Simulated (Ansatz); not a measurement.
One change: `[CH3][SnH]([OH])[Cl]` becomes `[CH3][SnH]([OH])[Br]`.

Ansatz, PBE0-D4/def2-TZVP geometries, multiplicity 1. Each molecule was computed in one conformer, which needn't be the lowest.

Elements past krypton have def2 core potentials. Scalar relativity is left out up to krypton. Spin–orbit coupling is left out; it splits and shifts lone-pair levels of the heavy atoms by tenths of an eV.

| property | `[CH3][SnH]([OH])[Cl]` |
| --- | --- |
| LUMO energy (B3LYP/def2-TZVPP) / eV | -0.89 |
| HOMO–LUMO gap (ωB97M-V/def2-TZVPP) / eV | 11.95 |
| HOMO energy (ωB97M-V/def2-TZVPP) / eV | -10.67 |
| HOMO energy (B3LYP/def2-TZVPP) / eV | -8.19 |
| LUMO energy (ωB97M-V/def2-TZVPP) / eV | 1.29 |
| LUMO energy (PBE0/def2-TZVPP) / eV | -0.55 |

(1) Give the same properties after the change, and the shifts. (Best estimate.)

Results:

(1) Computed: 
```
                               property  `[CH3][SnH]([OH])[Br]`  shift
    LUMO energy (B3LYP/def2-TZVPP) / eV                   -1.10  -0.21
HOMO–LUMO gap (ωB97M-V/def2-TZVPP) / eV                   11.40  -0.55
  HOMO energy (ωB97M-V/def2-TZVPP) / eV                  -10.30   0.37
    HOMO energy (B3LYP/def2-TZVPP) / eV                   -7.85   0.34
  LUMO energy (ωB97M-V/def2-TZVPP) / eV                    1.09  -0.20
     LUMO energy (PBE0/def2-TZVPP) / eV                   -0.78  -0.23
```

With PBE0 the HOMO rises by 0.33 eV and the LUMO falls by 0.23 eV, so the gap narrows by about 0.56 eV. PBE moves the HOMO by 0.14 eV and ωB97M-V by 0.37 eV.

B3LYP here is the variant with VWN-RPA as its local correlation; programs differ in this.

Positive LUMOs are unbound, so they and the gaps depend on the basis.
